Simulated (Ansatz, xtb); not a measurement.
# Relaxing a trial structure of CH5SiTe+

The starting geometry of this gas-phase triplet was built from a drawn formula by distance geometry and a force field; its bonds are those of `[SiH]C[TeH2+]`.

```xyz
8

C     0.6721   -0.0623    0.6923
Si    1.5007    1.3280    1.5164
Te   -0.1032   -1.4478    2.1576
H     0.5438    2.0381    2.3655
H    -0.2017    0.3079    0.0377
H     1.3473   -0.6469    0.0188
H    -1.1187   -2.2097    0.9950
H    -1.4225   -0.2757    2.5481
```

Where would you expect an optimisation with r2SCAN-D4/def2-SVP to take it?

It keeps its bonds, and is `[SiH]C[TeH2+]`.

The energy falls by 0.37 eV over 13 steps:

```csv
step,E − E(last) (eV)
1,0.374
2,0.233
4,0.059
5,0.050
6,0.006
8,0.001
9,0.000
10,0.000
12,0.000
13,0.000
```

Final geometry (Å):

```yaml
atoms:
  - { symbol: C, position_ang: [0.6811, -0.0207, 0.7122] }
  - { symbol: Si, position_ang: [1.5415, 1.3727, 1.6216] }
  - { symbol: Te, position_ang: [-0.1999, -1.6298, 2.0482] }
  - { symbol: H, position_ang: [0.6794, 2.4582, 2.1728] }
  - { symbol: H, position_ang: [-0.1753, 0.3112, 0.1027] }
  - { symbol: H, position_ang: [1.3736, -0.6039, 0.0848] }
  - { symbol: H, position_ang: [-1.3160, -2.2760, 0.9744] }
  - { symbol: H, position_ang: [-1.3667, -0.5801, 2.6147] }
```

From the same start GFN2-xTB ends elsewhere, differing in C1–Te3 (2.73 against 2.27 Å here).

The end wasn't checked by frequencies. Open shells are spin-unrestricted. The triplet needn't be the ground state. Atoms past krypton carry core potentials, without spin–orbit terms. Run with Ansatz 0.2.0, 58 s on 2 threads of Intel(R) Xeon(R) Processor @ 2.70GHz, on a shared host.
